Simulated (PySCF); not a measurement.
Species: C₂H₁₁NSSi₃.
Structure used (GFN2-xTB), in Å, numbered top down from 1:
```
atom  x, y, z in Å
C1    -2.1705    1.1508   -0.3054
C2    -1.8993   -0.2327   -0.7716
S3    -3.1140   -1.2930   -0.9918
Si4   -0.1184   -0.7530   -1.1741
N5     0.8948   -0.2322    0.1399
Si6    2.5216    0.3048   -0.2016
Si7    0.4675   -0.5858    1.8011
H8    -1.5342    1.3774    0.5511
H9    -1.9031    1.8530   -1.0974
H10   -3.2178    1.2899   -0.0406
H11   -0.0760   -2.2026   -1.3594
H12    0.2785   -0.0361   -2.3886
H13    2.4599    1.1247   -1.4089
H14    2.9648    1.0874    0.9493
H15    3.3920   -0.8535   -0.4164
H16   -0.9226   -1.0335    1.8152
H17    1.3520   -1.6222    2.3347
H18    0.6160    0.6629    2.5529
```

Computed with PySCF 2.14.0, density-fitted response routines, TDDFT CAM-B3LYP/def2-SVPD, vertical, gas phase, core orbitals frozen in the response.

Broadening: Gaussians 0.25 eV wide at half height, area fixed by f = 4.319×10⁻⁹ ∫ε dν̃. The width is an assumption, not a result. The curve ends short of the highest state used, and states not computed would add to its high-energy end.

```csv
E (eV),ε (L mol⁻¹ cm⁻¹)
1.70,0
1.78,0
1.86,1
1.93,2
2.01,4
2.08,4
2.16,3
2.24,1
2.31,0
2.39,0
2.47,0
2.54,0
2.62,0
2.70,0
2.77,0
2.85,0
2.93,0
3.00,0
3.08,0
3.15,0
3.23,0
3.31,0
3.38,0
3.46,0
3.54,0
3.61,0
3.69,0
3.77,0
3.84,0
3.92,0
4.00,0
4.07,0
4.15,0
4.23,0
4.30,0
4.38,0
4.45,0
4.53,0
4.61,1
4.68,9
4.76,58
4.84,204
4.91,386
4.99,470
5.07,325
5.14,151
5.22,97
5.30,611
5.37,2800
5.45,9502
5.52,17596
5.60,21645
5.68,16475
5.75,9620
5.83,5439
5.91,6660
```

**Question.** Locate the maxima and give the states behind the curve.

**Answer.** 249 nm (4.98 eV), ε about 470, made up of S2 (100%); 222 nm (5.59 eV), ε about 22000, made up of S3 (92%) (ε in L mol⁻¹ cm⁻¹; maxima over ε = 5, shares over 10%). At its high-energy end, 5.91 eV, the curve is still rising (ε about 6700, from S4, S5 and S6). The states used: S1 2.08 eV (f 0.0000); S2 4.98 eV (f 0.0044); S3 5.58 eV (f 0.185); S4 5.72 eV (f 0.035); S5 6.00 eV (f 0.047); S6 6.07 eV (f 0.062); S7 6.41 eV (f 0.044); S8 6.51 eV (f 0.0004).

**Question.** Does any computed singlet lie in the visible range?

**Answer.** S1 lies in the visible range (380 to 750 nm), at 597 nm, dark in the vertical dipole picture (f under 0.0005); light of that wavelength is yellow to orange, and its complementary colour is blue to green-blue; a Tamm–Dancoff triplet lies at 401 nm, without intensity as long as spin–orbit coupling is left out.

**Question.** Coming from long wavelengths, where does ε first pass 100 L mol⁻¹ cm⁻¹?

**Answer.** At about 259 nm (4.79 eV), 2.72 eV above S1.

**Question.** What would ε be at 5.59 eV, the highest of these maxima, with half the width (0.125 eV)?

**Answer.** About 39700 L mol⁻¹ cm⁻¹ against 21700, a factor of about 1.8; a lone state at its own centre would give exactly 2.

Time: 2.2 min of wall time; peak memory 1.1 GiB. Hardware: one thread of an Arm Neoverse N1, shared host.

One conformer stands for the species.
